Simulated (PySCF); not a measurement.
Neon: a sound run and one with changed settings

Sound run: Ne²⁺ [He] 2s2 2p4, Ne³⁺ [He] 2s2 2p3. Calculation: PySCF 2.14, in cc-pVDZ-DK (3s2p1d, 14 functions); scalar relativity by spin-free X2C-1e. The sound run starts from symmetry-adapted Hartree-Fock orbitals and uses a fine grid where one is needed.

A second run was set up differently.

| species | method | sound run (hartree) | changed run (hartree) | converged |
| --- | --- | --- | --- | --- |
| Ne²⁺ | UHF | -126.45544 | -126.45519 | no |
| Ne²⁺ | MN15 | -126.69624 | -126.69622 | no |
| Ne²⁺ | PBE0 | -126.65538 | -126.65534 | no |
| Ne³⁺ | UHF | -124.18783 | -124.18753 | no |
| Ne³⁺ | MN15 | -124.34700 | -124.34697 | no |
| Ne³⁺ | PBE0 | -124.31356 | -124.31352 | no |

Task: What was changed?
A. basis contracted for another Hamiltonian
B. too few SCF iterations
C. minimal basis
D. all electrons correlated in a valence basis

Result: B. It used initial guess atom, at most 3 SCF cycles. The SCF was stopped early; the energies are upper bounds that still move, and correlated levels were skipped or rest on poor orbitals.
